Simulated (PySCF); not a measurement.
Cl$_{3}$OW (SMILES [O]=[W]([Cl])([Cl])[Cl]), doublet, at a GFN2-xTB geometry (such geometries of metal compounds can be far from the true shape) (the multiplicity is a formal guess) (core potentials on W). Base run: DF-TPSS/def2-SVP (PySCF).

Input for PySCF:
```python
from pyscf import gto, scf, dft

mol = gto.M(
    atom='''
W     0.28656828   -0.07038010   -0.03063510
O     1.50254517   -0.78817977   -0.92455592
Cl    0.34907231    0.95494835    1.85934368
Cl   -0.89030423    1.25989863   -1.41292706
Cl   -1.41326304   -1.53757844    0.12202132
''',
    basis='def2-svp',
    ecp={'W': 'def2-svp'},
    spin=1,
    verbose=4,
)

mf = dft.UKS(mol)
mf.xc = 'tpss'
mf = mf.density_fit(auxbasis='def2-universal-jkfit')
mf.kernel()
mf.analyze()
```

Each row names what was changed in the base input (with any setting that the change needs).

```
change                                     ΔE vs base (µEh)  grid points  electrons on the grid
-----------------------------------------  ----------------  -----------  ---------------------
base                                                    0.0        95032               73.00000
grids.prune = off                                      -0.4       170216               73.00000
grids.radi_method = delley                             -2.7        95552               73.00000
grids.prune = dft.gen_grid.treutler_prune             -42.0        90712               73.00000
grids.radi_method = gauss_chebyshev                   -12.8        91840               73.00000
small_rho_cutoff = 0                                    0.0        95032               73.00000
grids.atom_grid = (99, 590)                           -14.2       150768               73.00000
grids.atom_grid = (150, 974)                           -7.8       374464               73.00000
grids.level = 2                                        35.4        62040               73.00000
grids.level = 4                                       -14.3       149360               73.00000
grids.radi_method = mura_knowles                       -2.5        86792               73.00000
```

Open shells are given as the SCF converged; they aren't shown to be the lowest states, and a large step between rows can be another state.
